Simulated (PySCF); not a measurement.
**Constants of CsRb, step by step**

State: ¹Σ⁺, singlet, closed shell. De refers to Cs + Rb. RHF-based CCSD(T) in PySCF 2.14 with Cs cc-pwCVDZ-X2C, Rb cc-pwCVDZ-X2C and Cs cc-pwCVTZ-X2C, Rb cc-pwCVTZ-X2C (frozen core orbitals: 37; spin-free X2C with a Gaussian nucleus). Correlation energies are extrapolated as n⁻³ (n = 2, 3), Hartree–Fock as (n+1)·exp(−9√n).

| Level | Re (Å) | ωe (cm⁻¹) | ωexe (cm⁻¹) | αe (cm⁻¹) | De (eV) |
| --- | --- | --- | --- | --- | --- |
| CCSD(T)/DZ | 4.5541 | 46.7 | 0.0996 | 3.6e-05 | 0.414 |
| CCSD(T)/TZ | 4.4552 | 49.7 | n/a | 3.4e-05 | 0.457 |
| HF/CBS | 4.7885 | 45.5 | n/a | 2.2e-05 | -0.150 |
| MP2/CBS | 4.3425 | 55.0 | 0.0812 | 2.5e-05 | 0.402 |
| CCSD/CBS | 4.4536 | 51.3 | 0.0846 | 2.81e-05 | 0.385 |
| CCSD(T)/CBS | 4.4162 | 51.0 | n/a | 3.35e-05 | 0.477 |

**Question.** How much is left between CCSD(T)/TZ and the basis-set limit, and how much do the triples give at the limit?

**Answer.** CCSD(T)/CBS less CCSD(T)/TZ: -39.0 mÅ in Re, +1.3 cm⁻¹ in ωe and +0.020 eV in De. CCSD(T)/CBS less CCSD/CBS: -37.4 mÅ in Re, -0.3 cm⁻¹ in ωe and +0.092 eV in De.

The T1 diagnostic is 0.017. The open-shell atoms are computed with UHF. Spin–orbit coupling, excitations beyond (T) and corrections to the Born–Oppenheimer picture are left out.

The whole job (state search and all basis sets along the bond) took about 14 min on 4 threads of Arm Neoverse V1 (shared host), peak memory 9.3 GiB.
